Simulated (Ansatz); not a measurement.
Input for Ansatz (a quantum-chemistry and plane-wave program): R-CCSD(T)/aug-cc-pVDZ on C2H6N2 (a complex), monomers drawn apart or pushed together.

Ansatz 0.2 input:
```yaml
crystal:
  periodic: [false, false, false]
  atoms:
    - {symbol: N, position_ang: [-0.47719724, -0.12635414, -0.24760665]}
    - {symbol: N, position_ang: [0.60678946, -0.23257498, -0.30761590]}
    - {symbol: C, position_ang: [-0.69783518, 0.49807844, 4.60936179]}
    - {symbol: C, position_ang: [0.61378336, -0.26498473, 4.44914233]}
    - {symbol: H, position_ang: [-1.19095613, 0.65025695, 3.64736485]}
    - {symbol: H, position_ang: [-0.53276212, 1.48136587, 5.05429231]}
    - {symbol: H, position_ang: [-1.39468366, -0.04225062, 5.25315324]}
    - {symbol: H, position_ang: [0.45014330, -1.24795133, 4.00293639]}
    - {symbol: H, position_ang: [1.10322776, -0.41870737, 5.41284754]}
    - {symbol: H, position_ang: [1.31326065, 0.27468386, 3.80777082]}
basis:
  gaussian:
    orbitals: aug-cc-pVDZ
magnetization: {spin_polarized: false}
correlation: {method: ccsd_t, electrons: outside_noble_gas}
scf: {lower_state_search: off}
```

Problem. Predict the final total energy.

Solution. -188.8907 hartree (reference determinant -188.1987, T1 diagnostic 0.010).

Problem. How many basis functions does it have, and what does it roughly cost on one machine?

Solution. 146 functions; very roughly 29 core-seconds.
